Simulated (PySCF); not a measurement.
Mo(NH)2(Cl)(Br) (BrClH2MoN2), SMILES [Br][Mo](=[NH])([Cl])=[NH], multiplicity 1.

Geometry: PBE-D3(BJ)/def2-SVP. The multiplicity is an assumed one; no other spin state was optimised. The structure was generated by enumeration; whether it is a known compound was not checked. The def2 effective core potentials stand for the cores of Mo; spin–orbit coupling is left out.

Level of theory: PBE0/def2-TZVP (PySCF).

Isolated molecule, no solvent.

- total energy = -3212.88484 hartree
- point group = Cs
- highest occupied level = -8.18 eV
- lowest empty level = -2.97 eV
- orbital gap = 5.21 eV
- dipole moment = 0.715 e·Å
- quadrupole, principal values (traceless, Buckingham form, about the centre of nuclear charge) = -11.05, 0.28, 10.77 D·Å
- mean static polarisability = 88.9 bohr³ (13.17 Å³)
- polarisability, principal values = 80.1, 85.8, 100.7 bohr³
